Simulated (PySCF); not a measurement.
C6H9O (SMILES O=C1C[CH]CCC1), doublet, at a GFN2-xTB geometry; B3LYP/STO-3G run with PySCF.

Here is a job for PySCF.
```python
from pyscf import gto, scf, dft

mol = gto.Mole()
mol.atom = '''
    O    -0.95681355    0.20131402   -1.86622456
    C    -0.81995460    0.09396599   -0.66925929
    C    -0.68660874    1.30023976    0.26123098
    C     0.77067646    1.15169514    0.37646530
    C     1.27255642    0.00826442    1.17194038
    C     0.87401466   -1.29884919    0.45123550
    C    -0.60129775   -1.21925720    0.05490010
    H    -1.00011768    2.21462533   -0.23542150
    H    -1.21774724    1.14909270    1.19970155
    H     1.40889838    1.62628220   -0.34826660
    H     2.35516696    0.05010118    1.29024741
    H     0.81056252    0.00753765    2.16444418
    H     1.47944774   -1.40772024   -0.45044892
    H     1.05612663   -2.16096624    1.09584592
    H    -0.86317371   -2.04160412   -0.61128222
    H    -1.23097369   -1.26421439    0.94589887
'''
mol.basis = 'sto-3g'
mol.spin = 1
mol.verbose = 5
mol.build()

mf = dft.UKS(mol)
mf.xc = 'b3lyp'
mf.kernel()
mf.analyze()
```

What the program printed (banner, timings and long lists left out):

```
PySCF version 2.14.0

[INPUT] verbose = 5
[INPUT] max_memory = 4000
[INPUT] num. atoms = 16
[INPUT] num. electrons = 53
[INPUT] charge = 0
[INPUT] spin (= nelec alpha-beta = 2S) = 1
[INPUT] symmetry False subgroup None
[INPUT] Mole.unit = angstrom
[INPUT] Symbol           X                Y                Z      unit          X                Y                Z       unit  Magmom
[...]
[INPUT] ---------------- BASIS SET ----------------
[INPUT] l, kappa, [nprim/nctr], expnt,             c_1 c_2 ...
[INPUT] C
[...]
                                13.045096         0.53532814
                                3.5305122         0.44463454
[...]
                                0.6834831         0.39951283
                                0.2222899         0.70011547
[...]
                                0.6834831         0.60768372
                                0.2222899         0.39195739
[INPUT] H
[...]
                                0.62391373        0.53532814
                                0.1688554         0.44463454
[INPUT] O
[...]
                                23.808861         0.53532814
                                6.4436083         0.44463454
[...]
                                1.1695961         0.39951283
                                0.380389          0.70011547
[...]
                                1.1695961         0.60768372
                                0.380389          0.39195739

nuclear repulsion = 304.935244621662
number of shells = 30
number of NR pGTOs = 132
number of NR cGTOs = 44
basis = sto-3g
ecp = {}

******** <class 'pyscf.dft.uks.UKS'> ********
method = UKS
initial guess = minao
damping factor = 0
level_shift factor = 0
DIIS = <class 'pyscf.scf.diis.CDIIS'>
diis_start_cycle = 1
diis_space = 8
diis_damp = 0
SCF conv_tol = 1e-09
SCF conv_tol_grad = None
SCF max_cycles = 50
direct_scf = True
direct_scf_tol = 1e-13
number electrons alpha = 27  beta = 26
XC library pyscf.dft.libxc version 7.1.2
    S. Lehtola, C. Steigemann, M. J. T. Oliveira, and M. A. L. Marques,  SoftwareX 7, 1–5 (2018)
XC functionals = b3lyp
    P. J. Stephens, F. J. Devlin, C. F. Chabalowski, and M. J. Frisch,  J. Phys. Chem. 98, 11623 (1994)
radial grids:
    Treutler-Ahlrichs [JCP 102, 346 (1995); DOI:10.1063/1.469408] (M4) radial grids

becke partition: Becke, JCP 88, 2547 (1988); DOI:10.1063/1.454033
pruning grids: <function nwchem_prune>
grids dens level: 3
symmetrized grids: False
atomic radii adjust function: <function treutler_atomic_radii_adjust>
small_rho_cutoff = 0
Set gradient conv threshold to 3.16228e-05
atom O rad-grids = 75, ang-grids = [ 50  50  50  50  50  50  50  50  50  50  50  50  50  50  50  50  50  50
  50  50  50  50  50  86  86  86  86  86  86  86  86  86 266 266 266 266
 266 266 266 302 302 302 302 302 302 302 302 302 302 302 302 302 302 302
 302 302 302 302 302 266 266 266 266 266 266 266 266 266 266 266 266 266
 266 266 266]
atom C rad-grids = 75, ang-grids = [ 50  50  50  50  50  50  50  50  50  50  50  50  50  50  50  50  50  50
  50  50  50  50  86  86  86  86  86  86  86  86  86  86 266 266 266 266
 266 266 302 302 302 302 302 302 302 302 302 302 302 302 302 302 302 302
 302 302 302 302 266 266 266 266 266 266 266 266 266 266 266 266 266 266
 266 266 266]
atom H rad-grids = 50, ang-grids = [ 50  50  50  50  50  50  50  50  50  50  50  50  50  50  50  86  86  86
  86 266 266 266 266 266 302 302 302 302 302 302 302 302 302 302 302 302
 302 266 266 266 266 266 266 266 266 266 266 266 266 266]
tot_boxes 3600, boxes in each direction [13 14 13]
Padding 2 grids
tot grids = 187064
nelec by numeric integration = [26.32477327 26.32477327]
E1 = -1014.4445220137691  E2 = 403.15038233919836  Ecoul = 447.86224539515575  Exc = -44.71186305595742
init E= -306.358895052909
cond(S) = 13.60107275386133

  alpha mo_energy =
[-1.91632293e+01 -1.00848032e+01 -1.00824600e+01 -1.00816720e+01
 -1.00796970e+01 -1.00590001e+01 -1.00480074e+01 -1.18822229e+00
[...]
converged SCF energy = -305.331717203034  <S^2> = 0.76310531  2S+1 = 2.0130626
Total Energy =                        -305.331717203034486
[...]
9 H 1s           0.02183  -0.10998   0.41367   0.09754
10 H 1s          0.05378   0.20663  -0.15436  -0.02417
11 H 1s         -0.05689  -0.15139   0.12646   0.02361
12 H 1s          0.17653  -0.17047  -0.02457   0.04043
13 H 1s          0.24364   0.12593   0.04084   0.00067
14 H 1s         -0.40933   0.08234   0.12760  -0.09334
15 H 1s         -0.10852  -0.07242  -0.09543   0.09120

To work with the spin densities directly, `use mulliken_meta_spin()` only printing them here.

 ** Mulliken spin pop alpha/beta on meta-lowdin orthogonal AOs **
 ** Mulliken Spin Density (per AO)  **
spin_pop of  0 O 1s       -0.00000
spin_pop of  0 O 2s        0.00150
spin_pop of  0 O 2px       0.11327
spin_pop of  0 O 2py       0.01439
spin_pop of  0 O 2pz       0.00761
spin_pop of  1 C 1s        0.00000
spin_pop of  1 C 2s        0.00564
spin_pop of  1 C 2px      -0.03462
spin_pop of  1 C 2py       0.01535
spin_pop of  1 C 2pz       0.00803
spin_pop of  2 C 1s        0.00000
spin_pop of  2 C 2s       -0.00526
spin_pop of  2 C 2px      -0.02140
spin_pop of  2 C 2py      -0.00041
spin_pop of  2 C 2pz      -0.00386
spin_pop of  3 C 1s       -0.00002
spin_pop of  3 C 2s        0.04790
spin_pop of  3 C 2px       0.03592
spin_pop of  3 C 2py       0.38820
spin_pop of  3 C 2pz       0.40527
spin_pop of  4 C 1s        0.00000
spin_pop of  4 C 2s       -0.00754
spin_pop of  4 C 2px      -0.00543
spin_pop of  4 C 2py      -0.01967
spin_pop of  4 C 2pz      -0.01352
spin_pop of  5 C 1s        0.00000
spin_pop of  5 C 2s        0.01075
spin_pop of  5 C 2px       0.00191
spin_pop of  5 C 2py       0.02564
spin_pop of  5 C 2pz       0.00661
spin_pop of  6 C 1s       -0.00000
spin_pop of  6 C 2s       -0.00047
spin_pop of  6 C 2px      -0.00056
spin_pop of  6 C 2py       0.00123
spin_pop of  6 C 2pz       0.00046
spin_pop of  7 H 1s        0.00634
spin_pop of  8 H 1s        0.01769
spin_pop of  9 H 1s       -0.02884
spin_pop of  10 H 1s        0.00434
spin_pop of  11 H 1s        0.01835
spin_pop of  12 H 1s       -0.00183
spin_pop of  13 H 1s        0.00594
spin_pop of  14 H 1s        0.00126
spin_pop of  15 H 1s       -0.00017
 ** Mulliken Spin Density (per atom)  **
spin density of  0 O =      0.13677
spin density of  1 C =     -0.00560
spin density of  2 C =     -0.03093
spin density of  3 C =      0.87726
spin density of  4 C =     -0.04616
spin density of  5 C =      0.04491
spin density of  6 C =      0.00066
spin density of  7 H =      0.00634
spin density of  8 H =      0.01769
spin density of  9 H =     -0.02884
spin density of  10 H =      0.00434
spin density of  11 H =      0.01835
spin density of  12 H =     -0.00183
spin density of  13 H =      0.00594
spin density of  14 H =      0.00126
spin density of  15 H =     -0.00017
 ** Mulliken pop alpha/beta on meta-lowdin orthogonal AOs **
 ** Mulliken pop       alpha | beta **
In total            27.00000 | 26.00000
 ** Mulliken atomic charges   ( Nelec_alpha | Nelec_beta ) **
charge of  0O =     -0.13521  (     4.13599      3.99922 )
charge of  1C =      0.12188  (     2.93626      2.94186 )
charge of  2C =     -0.11328  (     3.04118      3.07210 )
charge of  3C =     -0.04464  (     3.46095      2.58369 )
charge of  4C =     -0.08461  (     3.01923      3.06538 )
charge of  5C =     -0.06592  (     3.05542      3.01050 )
charge of  6C =     -0.11024  (     3.05545      3.05479 )
charge of  7H =      0.05724  (     0.47455      0.46821 )
charge of  8H =      0.05215  (     0.48277      0.46508 )
charge of  9H =      0.04176  (     0.46470      0.49354 )
charge of  10H =      0.04879  (     0.47778      0.47344 )
charge of  11H =      0.04422  (     0.48706      0.46871 )
charge of  12H =      0.04408  (     0.47704      0.47888 )
charge of  13H =      0.04429  (     0.48082      0.47489 )
charge of  14H =      0.05237  (     0.47445      0.47319 )
charge of  15H =      0.04713  (     0.47635      0.47652 )
Dipole moment(X, Y, Z, Debye):  0.49849, -0.44555,  1.56924
```
